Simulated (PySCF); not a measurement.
Spectrum to structure. Method: TDDFT wB97X-D/def2-SVPD, vertical, gas phase, core orbitals frozen in the response in PySCF. Geometries: GFN2-xTB, one conformer each.

```tsv
state	E (eV)	f	main configurations (H = HOMO, L = LUMO)
S1	6.30	0.0086	H→L (62%), H→L+1 (19%), H→L+2 (8%)
S2	7.02	0.0070	H→L+1 (52%), H→L (30%)
S3	7.37	0.253	H-1→L (84%)
S4	7.45	0.021	H→L+4 (60%), H→L+2 (17%)
S5	7.68	0.162	H-1→L+1 (50%), H-1→L+2 (25%)
S6	7.71	0.019	H→L+2 (28%), H→L+3 (23%), H→L+5 (22%)
S7	7.98	0.0015	H→L+3 (34%), H→L+1 (19%), H→L+7 (14%)
S8	8.20	0.0014	H-3→L (25%), H-1→L+3 (20%), H-2→L (18%)
```

Orbital energies (eV): HOMO-3 -11.28, HOMO-2 -11.04, HOMO-1 -9.34, HOMO -8.50, LUMO 2.01, LUMO+1 2.55, LUMO+2 2.90.

**Question.** Which structure fits?
A. `CC/C=C\C=N\C`
B. `C=C[C@@H]1CCNC1`
C. `CCC(C)(C)C#N`

**Answer.** B. Its S1 lies at 6.30 eV; the nearest of the others has S1 at 7.96 eV. S1 is HOMO→LUMO (62%), HOMO→LUMO+1 (19%), HOMO→LUMO+2 (8%). Löwdin shares by element: HOMO nitrogen 60%, carbon 16% or more, hydrogen 6% or more (atoms not listed hold the other 19%); LUMO carbon 54% or more, hydrogen 7% or more (atoms not listed hold the other 39%). At the same level the other candidates give, for their lowest levels:
- `CCC(C)(C)C#N`: 7.96 eV (f 0.000); 8.30 eV (f 0.005); 8.30 eV (f 0.004); 9.15 eV (f 0.047); 9.18 eV (f 0.059); T1 6.68 eV; HOMO -11.05, LUMO 2.10 eV
- `CC/C=C\C=N\C`: 4.60 eV (f 0.000); 5.86 eV (f 0.760); 7.22 eV (f 0.004); 7.31 eV (f 0.022); 7.52 eV (f 0.028); T1 3.47 eV; HOMO -8.76, LUMO 0.77 eV
Triplets come from the Tamm–Dancoff approximation.
